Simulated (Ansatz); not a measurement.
Coupled-cluster run, C$_{2}$H$_{6}$S$_{2}$Si, SMILES `[SiH3]S/C=C/S`.

```yaml
crystal:
  periodic: [false, false, false]
  atoms:
    - {symbol: Si, position_ang: [-1.757933, 0.712260, 1.360048]}
    - {symbol: S, position_ang: [0.374837, 0.830107, 1.300568]}
    - {symbol: C, position_ang: [0.602284, 0.347935, -0.377370]}
    - {symbol: C, position_ang: [1.447451, -0.622167, -0.718056]}
    - {symbol: S, position_ang: [1.880278, -0.929687, -2.383797]}
    - {symbol: H, position_ang: [-2.165421, 1.281981, 2.667888]}
    - {symbol: H, position_ang: [-2.332114, 1.508840, 0.244345]}
    - {symbol: H, position_ang: [-2.230862, -0.690316, 1.240899]}
    - {symbol: H, position_ang: [0.080793, 0.929315, -1.132874]}
    - {symbol: H, position_ang: [1.959102, -1.204369, 0.040635]}
    - {symbol: H, position_ang: [2.206984, -2.220897, -2.221686]}
basis:
  gaussian: {orbitals: def2-TZVPP}
correlation: {method: ccsd_t}
```

```sh
$ ansatz run in.yaml --threads 4 --pin off --events-out ev --progress --plain --max-ram 10444MiB
```

Log, shortened:

```
Functional definition: HF
1569 factors; integrals over basis functions are off by at most 1.1e-3 eV
mean field evaluation 1: about -31651.4063 eV, gradient 2.6e1 eV
mean field evaluation 2: about -31651.7840 eV, gradient 2.6e1 eV
mean field evaluation 4: about -31654.3563 eV, gradient 4.7e0 eV
mean field evaluation 8: about -31654.4396 eV, gradient 3.1e-1 eV
mean field evaluation 16: about -31654.4403 eV, gradient 2.5e-6 eV
mean field -31654.44031670 eV, -1163.2792254885 hartree, gradient 2.5e-6 eV, S^2 0.000000; 0 other end points of the search recorded, 0 dependent functions left out; unrestricted orbitals would lower it
17 core orbitals not correlated: weight in the atoms' cores, before any rotation towards them, 1.000 or more for the frozen orbitals, at most 0.000 for the correlated occupied ones
reference -31654.44031670 eV, -1163.2792254885 hartree; 15, 15 occupied and 240, 240 virtual orbitals, 1569 factors
second order -21.78974248 eV of doubles, -0.00000000 eV of singles
cycle   1  -22.70312652 eV  change   -9.1e-1 eV  update   1.1e-1
cycle   2  -23.36531667 eV  change   -6.6e-1 eV  update   3.5e-2
cycle   3  -23.49198890 eV  change   -1.3e-1 eV  update   1.7e-2
cycle   4  -23.48432119 eV  change    7.7e-3 eV  update   4.4e-3
cycle   5  -23.48384637 eV  change    4.7e-4 eV  update   2.0e-3
cycle   6  -23.48379299 eV  change    5.3e-5 eV  update   5.5e-4
cycle   7  -23.48361092 eV  change    1.8e-4 eV  update   2.4e-4
cycle   8  -23.48363296 eV  change   -2.2e-5 eV  update   1.0e-4
cycle   9  -23.48364453 eV  change   -1.2e-5 eV  update   3.9e-5
cycle  10  -23.48362058 eV  change    2.4e-5 eV  update   1.5e-5
perturbative correction -1.13050168 eV, -0.0415451704 hartree
Total energy: -31679.05443896 eV, -1164.1837777974 hartree
```

Hardware: 4 threads of an Arm Neoverse V2 on a shared host. Wall time 2.6 min, peak host memory 6.6 GiB.

Correlation energy per correlated electron: -0.820 eV. T1 diagnostic: 0.0124.
